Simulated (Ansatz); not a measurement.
One change: `O[B-]1(Cl)OC(C(F)(F)F)=CC(C(F)(F)F)=[O+]1` becomes `[OH][Zn-]1[O]C(C(F)(F)F)=CC(C(F)(F)F)=[O+]1`.

Ansatz, PBE0-D4/def2-TZVP geometries, multiplicity 1. Each molecule was computed in one conformer, which needn't be the lowest.

Scalar relativity is left out up to krypton.

```json
{"property": "HOMO–LUMO gap (B3LYP/def2-TZVPP) / eV", "`O[B-]1(Cl)OC(C(F)(F)F)=CC(C(F)(F)F)=[O+]1`": "4.48"}
{"property": "HOMO energy (B3LYP/def2-TZVPP) / eV", "`O[B-]1(Cl)OC(C(F)(F)F)=CC(C(F)(F)F)=[O+]1`": "-8.47"}
{"property": "LUMO energy (PBE/def2-TZVPP) / eV", "`O[B-]1(Cl)OC(C(F)(F)F)=CC(C(F)(F)F)=[O+]1`": "-4.51"}
{"property": "LUMO energy (ωB97M-V/def2-TZVPP) / eV", "`O[B-]1(Cl)OC(C(F)(F)F)=CC(C(F)(F)F)=[O+]1`": "-1.65"}
{"property": "size of the dipole moment (PBE/def2-TZVPP) / D", "`O[B-]1(Cl)OC(C(F)(F)F)=CC(C(F)(F)F)=[O+]1`": "2.09"}
{"property": "LUMO energy (PBE0/def2-TZVPP) / eV", "`O[B-]1(Cl)OC(C(F)(F)F)=CC(C(F)(F)F)=[O+]1`": "-3.78"}
```

Problem. Give the same properties after the change, and the shifts. (Estimate.)

Solution. Computed: 
| property | `[OH][Zn-]1[O]C(C(F)(F)F)=CC(C(F)(F)F)=[O+]1` | shift |
| --- | --- | --- |
| HOMO–LUMO gap (B3LYP/def2-TZVPP) / eV | 4.59 | 0.11 |
| HOMO energy (B3LYP/def2-TZVPP) / eV | -7.94 | 0.53 |
| LUMO energy (PBE/def2-TZVPP) / eV | -3.92 | 0.59 |
| LUMO energy (ωB97M-V/def2-TZVPP) / eV | -1.02 | 0.63 |
| size of the dipole moment (PBE/def2-TZVPP) / D | 1.72 | -0.37 |
| LUMO energy (PBE0/def2-TZVPP) / eV | -3.14 | 0.64 |

With PBE0 the HOMO rises by 0.56 eV and the LUMO rises by 0.64 eV, so the gap widens by about 0.08 eV. PBE moves the HOMO by 0.69 eV and ωB97M-V by 0.54 eV. Dipoles are sizes alone; their direction can turn.

B3LYP here is the variant with VWN-RPA as its local correlation; programs differ in this.
